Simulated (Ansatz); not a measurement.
`[F][GeH]` + NH₃ → `[NH2][GeH]` + H–F at 600 K and 1 bar (ligand exchange at a Ge–F bond).

Gas-phase electronic energies from Ansatz, PBE0-D4/def2-TZVP geometries. CCSD(T)/CBS is the MP2 limit (def2-TZVPP, def2-QZVPP) plus CCSD(T) − MP2 in def2-TZVPP, frozen cores. This one scheme is used for every species. For Ge outer-core shells are correlated without core-valence functions, which leaves a few kJ/mol of doubt a bond. Scalar relativity is left out up to krypton.

```
     species  CCSD(T)/CBS energy (Eh)  H − E (kJ/mol)  S (J/(mol·K))
  `[F][GeH]`              -2176.50038            43.8          283.3
         NH₃                -56.50880           112.4          219.5
`[NH2][GeH]`              -2132.60664           115.5          302.3
         H–F               -100.39570            42.3          194.0
```

H − E and S are ideal-gas, rigid-rotor, harmonic terms from PBE0-D4/def2-TZVP. 1 Eh = 2625.50 kJ/mol, R = 8.31446 J/(mol·K).

By hand: ΔE, ΔH, ΔS and ΔG.

ΔE = (-2132.60664) + (-100.39570) − (-2176.50038) − (-56.50880) = 0.00684 Eh = 18.0 kJ/mol. Δ(H − E) = 115.5 + 42.3 − 43.8 − 112.4 = 1.6, so ΔH = 19.6 kJ/mol. ΔS = 302.3 + 194.0 − 283.3 − 219.5 = -6.5 J/(mol·K). ΔG = 19.6 − 600 × (-6.5)/1000 = 23.5 kJ/mol.

By hand: the equilibrium constant, and the temperature at which ΔG would vanish if ΔH and ΔS stayed fixed.

log₁₀ K = −ΔG/(RT ln 10) = -2.0. ΔH and −TΔS have one sign here, so there is no such temperature.

The number of gas molecules stays the same, so ΔS is small and ΔH decides. A doubt of 5 kJ/mol in ΔE shifts log₁₀ K by 0.4 here. These are equilibria of isolated gas molecules and say nothing of rates. Largest T1 diagnostic: 0.015 (customary marks: 0.02 for closed shells, 0.045 for open ones).
